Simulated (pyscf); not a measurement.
## H₂N–InH–OH, singlet

Gas-phase minimum from PySCF at ωB97X-D3(BJ)/def2-SVP, one conformer. 

```
In
O 1 2.0001
H 2 0.9634 1 113.53
N 1 2.0038 2 108.96 3 177.32
H 4 1.0129 1 124.17 2 167.82
H 4 1.0140 5 111.49 1 159.52
H 1 1.7080 2 123.29 3 -0.39
```
Charge 0, spin multiplicity 1.

Properties at ωB97X-D3(BJ)/def2-SVP:

| Property | Result |
|---|---|
| Harmonic wavenumbers, unscaled | 140, 143, 290, 326, 447, 465, 617, 646, 713, 789, 1521, 1877, 3626, 3734, 3913 cm⁻¹ |
| Zero-point energy | 27.5 kcal/mol |
| Rotational symmetry number | 1 |
| Entropy of this conformer at 298 K and 1 atm, rigid rotor and harmonic oscillator, modes under 100 cm⁻¹ raised to 100 | 321.2 J/(mol K) |
| Dipole moment | 1.78 D |

Single-point totals, which compare only within one level (frozen core for MP2 and CC):

```tsv
level	total energy (hartree)
ωB97X-D3(BJ)/def2-TZVP	-322.69090
PBE/def2-TZVP	-322.44018
r²SCAN/def2-TZVP	-322.58959
B3LYP-D3(BJ)/def2-TZVP	-322.66538
PBE0-D3(BJ)/def2-TZVP	-322.44214
M06-2X/def2-TZVP	-322.46148
ωB97M-D3(BJ)/def2-TZVP	-322.64549
HF/def2-TZVPP	-320.91999
MP2/def2-TZVPP	-321.67856
CCSD/def2-TZVPP	-321.68440
CCSD(T)/def2-TZVPP	-321.71092
```

Soft torsions are taken as harmonic, which can shift the entropy by several J/(mol K). The CCSD(T) − MP2 part came from Ansatz, without density fitting, on the same reference. The frozen core leaves the outer d or s,p core shells of the metals and heavy elements correlated in the MP2 and CC values, and def2-TZVPP describes them poorly, so these totals are far from the basis limit. Elements past Kr carry the def2 core potentials, without spin-orbit coupling.
